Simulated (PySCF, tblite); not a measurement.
C₆H₁₄O.
Structure used (GFN2-xTB), in Å, numbered top down from 1:
```
atom  x, y, z in Å
C1     3.3356    0.0893   -0.0469
C2     2.0307   -0.4394    0.5327
C3     0.8168    0.1741   -0.1578
O4    -0.3457   -0.3493    0.4398
C5    -1.5559    0.3016    0.0978
C6    -2.0024   -0.0049   -1.3345
C7    -2.6005   -0.1716    1.1047
H8     3.3998   -0.1306   -1.1104
H9     3.4050    1.1670    0.0851
H10    4.1839   -0.3733    0.4506
H11    1.9726   -0.2125    1.5980
H12    1.9805   -1.5231    0.4207
H13    0.8453   -0.0602   -1.2328
H14    0.8361    1.2713   -0.0491
H15   -1.4150    1.3932    0.1996
H16   -2.0898   -1.0802   -1.4693
H17   -1.2883    0.3822   -2.0571
H18   -2.9677    0.4565   -1.5246
H19   -2.7200   -1.2484    1.0236
H20   -3.5552    0.3108    0.9157
H21   -2.2748    0.0644    2.1139
```

Theory: PBE0/pcSseg-1 in PySCF (dipole) on a GFN2-xTB geometry, gas phase.

Take the most abundant isotopes and a rigid rotor. The values belong to one conformer with, in the numbering `[CH3:1][CH2:2][CH2:3][O:4][CH:5]([CH3:6])[CH3:7]`, C1–C2–C3–O4 -179°, C2–C3–O4–C5 168°, C3–O4–C5–C6 73°.

Question: What are A, B and C (GHz)?

Answer: Ia = 79.66, Ib = 458.80, Ic = 508.30 u·Å²; 505379 MHz·u·Å²/I gives 6345, 1102 and 994.2 MHz, that is A = 6.3445, B = 1.1015, C = 0.9942 GHz.

Question: Classify the top.

Answer: A near-prolate asymmetric top: κ = (2 × 1102 − 6345 − 994.2)/(6345 − 994.2) = -0.96.

Question: What does the inertial defect say?

Answer: Not planar: Δ = Ic − Ia − Ib = -30.15 u·Å². For a rigid frame Δ = −2 Σ m c², so Σ m c² = 15.07 u·Å² lies off the ab plane: 10.60 from hydrogen and 4.47 from heavier atoms. The atom farthest from that plane is 1.44 Å away.

Question: Which lines would a microwave search look for?

Answer: The dipole components are |μa| = 0.00 D, |μb| = 0.84 D, |μc| = 0.74 D. Intensities carry the squares of the components, which stand as 0.00 : 1.00 : 0.78 (a : b : c). Some lines, for components of 0.1 D or more:

```
type  branch         J(Ka,Kc)    MHz  lower level (cm⁻¹)
   b       R  4(0,4) ← 3(1,3)   3385               0.585
   c       Q  4(1,4) ← 4(0,4)   4780               0.698
   c       Q  3(1,3) ← 3(0,3)   4982               0.419
   c       Q  2(1,2) ← 2(0,2)   5137               0.210
   b       Q  1(1,0) ← 1(0,1)   5350               0.070
   b       Q  3(1,2) ← 3(0,3)   5626               0.419
   b       R  1(1,1) ← 0(0,0)   7339               0.000
   b       R  2(1,2) ← 1(0,1)   9327               0.070
   b       R  3(1,3) ← 2(0,2)  11263               0.210
   c       R  3(1,2) ← 2(0,2)  11906               0.210
   b       R  4(1,4) ← 3(0,3)  13147               0.419
   c       Q  4(2,3) ← 4(1,3)  15357               0.894
   b       Q  4(2,2) ← 4(1,3)  15381               0.894
   c       Q  3(2,2) ← 3(1,2)  15569               0.607
   c       Q  2(2,1) ← 2(1,1)  15729               0.392
   b       Q  4(2,3) ← 4(1,4)  16429               0.858
   c       R  2(2,0) ← 1(1,0)  20029               0.248
   c       R  3(2,2) ← 2(1,2)  22338               0.381
   c       R  4(2,2) ← 3(1,2)  23975               0.607
   b       R  4(2,2) ← 3(1,3)  24619               0.585
   c       Q  4(3,2) ← 4(2,2)  26464               1.407
   c       R  4(3,2) ← 3(2,2)  34870               1.126
   c       R  4(4,0) ← 3(3,0)  45460               2.010
   c       R  4(4,1) ← 3(3,1)  45460               2.010
```

Question: Estimate the classical rotational partition function at 100 K, 298.15 K and 500 K.

Answer: Point group C1, symmetry number σ = 1; q = (√π/σ)·√((kT/h)³/(ABC)), k/h = 20836.6 MHz/K: 64000 at 100 K, 329000 at 298.15 K, 715000 at 500 K.

Its GFN2-xTB frequencies are all real (lowest 43 cm⁻¹). Constants of a rigid frame at the computed geometry: no zero-point averaging, no centrifugal distortion. A rigid rotor knows nothing of internal rotation, which can split or shift real lines.

Time: 36 s wall (with the writing of density and orbital grids); peak memory 0.85 GiB. Hardware: an INTEL XEON PLATINUM 8581C at 2.10 GHz with one thread, no GPU, shared host. This is the PBE0/pcSseg-1 job that gave the dipole, with the shieldings it also computed.
